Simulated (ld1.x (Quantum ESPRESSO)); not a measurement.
# fluorine (F), ultrasoft: configuration errors across variants

```json
{
  "Element": "F (Z = 9)",
  "Generator": "ld1.x (Quantum ESPRESSO) 7.5",
  "Type": "ultrasoft",
  "Functional": "BP86",
  "Relativity": "scalar-relativistic",
  "Frozen core": "[He]",
  "Valence charge": "7",
  "Reference configuration": "2s1 2p6",
  "Partial waves": "2s (bound): rcut 0.65, rcutus 0.85 bohr; 2s channel at 0.05 Ry: rcut 0.65, rcutus 0.85 bohr; 2p (bound): rcut 0.85, rcutus 1.20 bohr; 2p channel at -0.55 Ry: rcut 0.85, rcutus 1.20 bohr; 3d channel at -0.1 Ry: rcut 0.80, rcutus 0.95 bohr; 3d channel at 1.25 Ry: rcut 0.80, rcutus 0.95 bohr",
  "Local potential": "all-electron potential smoothed inside 0.70 bohr (lloc = -2)",
  "Core correction": "none",
  "Augmentation charge": "PSQ, radius 0.55 bohr"
}
```

All-electron excitation energies from the reference (eV): (1) 2s2 2p5 -18.808; (2) 2s2 2p4 0.671; (3) 2s2 2p3 39.142; (4) 2s2 2p5.3 -21.507; (5) 2s2 2p4.5 -11.220; (6) 2s2 2p1 185.737; (7) 2s2 2p2 99.864.

Errors AE − PS in meV (a dash: test not solved or not reliable):

| change | (1) | (2) | (3) | (4) | (5) | (6) | (7) | bound ghosts |
| --- | --- | --- | --- | --- | --- | --- | --- | --- |
| base | +20 | +25 | +37 | +19 | +22 | +203 | +73 | none |
| wave 2p channel at -0.55 Ry: rcut 0.85, rcutus 1.20 bohr becomes 2p channel at -0.73 Ry: rcut 0.85, rcutus 1.20 bohr | +20 | +27 | +42 | +19 | +22 | +212 | +82 | none |
| wave 2p channel at -0.55 Ry: rcut 0.85, rcutus 1.20 bohr becomes 2p channel at -0.63 Ry: rcut 0.85, rcutus 1.20 bohr | +20 | +26 | +38 | +19 | +22 | +204 | +74 | none |
| wave 2p channel at -0.55 Ry: rcut 0.85, rcutus 1.20 bohr becomes 2p channel at -0.51 Ry: rcut 0.85, rcutus 1.20 bohr | +20 | +25 | +37 | +19 | +22 | +203 | +73 | none |
| wave 2p channel at -0.55 Ry: rcut 0.85, rcutus 1.20 bohr becomes 2p channel at -0.24 Ry: rcut 0.85, rcutus 1.20 bohr | +20 | +25 | +37 | +19 | +22 | +205 | +74 | none |
| wave 2p channel at -0.55 Ry: rcut 0.85, rcutus 1.20 bohr becomes 2p channel at 0.78 Ry: rcut 0.85, rcutus 1.20 bohr | +20 | +25 | +36 | +19 | +22 | +201 | +72 | none |
| wave 2p channel at -0.55 Ry: rcut 0.85, rcutus 1.20 bohr becomes 2p channel at 1.6 Ry: rcut 0.85, rcutus 1.20 bohr | +20 | +25 | +35 | +19 | +22 | +197 | +69 | none |
| wave 2p channel at -0.55 Ry: rcut 0.85, rcutus 1.20 bohr becomes 2p channel at 3.45 Ry: rcut 0.85, rcutus 1.20 bohr | +20 | +24 | +39 | +19 | +21 | +238 | +87 | none |
| wave 2p channel at -0.55 Ry: rcut 0.85, rcutus 1.20 bohr becomes 2p channel at 5.74 Ry: rcut 0.85, rcutus 1.20 bohr | +23 | +89 | +213 | +14 | +48 | +497 | +362 | none |

**Question.** Give the same row for: wave 2p channel at -0.55 Ry: rcut 0.85, rcutus 1.20 bohr becomes 2p channel at 0.08 Ry: rcut 0.85, rcutus 1.20 bohr.

**Answer.** +20, +25, +37, +19, +22, +205, +74; bound ghosts: none.
